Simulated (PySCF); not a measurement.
ClHMgS, SMILES [SH][Mg][Cl]. Coordinates come from a PBE-D3(BJ)/def2-TZVP optimisation. The values are those of a single conformer.

These are PBE-D3(BJ)/def2-TZVP (PySCF) values and carry that method's errors.

Harmonic wavenumbers (cm⁻¹): 95, 104, 298, 532, 576, 2605. Rotational constants (GHz): 281.8, 1.470, 1.462; symmetry number 1.

Work out the zero-point energy and the ideal-gas rigid-rotor harmonic-oscillator thermochemistry at 298.15 K and 1 atm.

ZPE = ½ Σ hcν = ½ × 4211 cm⁻¹ = 6.02 kcal/mol. H − E(el) = 9.81 kcal/mol. Entropy in cal/(mol K): translation 39.50, rotation 23.79, vibration 9.42, total 72.71. G − E(el) = -11.86 kcal/mol. Cp = 15.79 cal/(mol K). Modes under 150 cm⁻¹ make the vibrational entropy uncertain.
